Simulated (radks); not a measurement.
Values are calculated unless marked as measured or tabulated.
Mean orbital radii <r> (bohr) of the erbium ion Er3+, [Xe] 4f11, at several levels of relativity; Dirac values are averaged over j with weights 2j + 1. Spin-unpolarised spherical Kohn-Sham, LDA (Slater exchange, Perdew-Wang correlation), point nucleus unless stated (finite: rms radius 5.2516 fm), a radial shooting solver on a logarithmic mesh with Libxc functionals. A level marked "c x" has the speed of light scaled by that factor and shares open shells by 2j + 1; other Dirac levels either fill j = l - 1/2 first or share by 2j + 1.

shell  non-rel.  Dirac, 2j+1 shares  Dirac, low j first  Dirac, c x 1.25  change of magnitude, last against first (%)
1s      0.02231             0.02038             0.02038          0.02111                                        -5.39
2s      0.09465             0.08594             0.08594          0.08919                                        -5.77
2p      0.08016             0.07635             0.07635          0.07775                                        -3.00
3s       0.2427              0.2251              0.2251           0.2317                                        -4.54
3p       0.2324              0.2239              0.2239           0.2271                                        -2.32
3d       0.2051              0.2039              0.2039           0.2043                                        -0.40
4s       0.5456              0.5079              0.5080           0.5219                                        -4.34
4p       0.5564              0.5378              0.5378           0.5446                                        -2.13
4d       0.5838              0.5826              0.5827           0.5830                                        -0.15
5s        1.324               1.229               1.229            1.265                                        -4.48
5p        1.474               1.431               1.431            1.447                                        -1.85
4f       0.7357              0.7668              0.7676           0.7547                                        +2.58
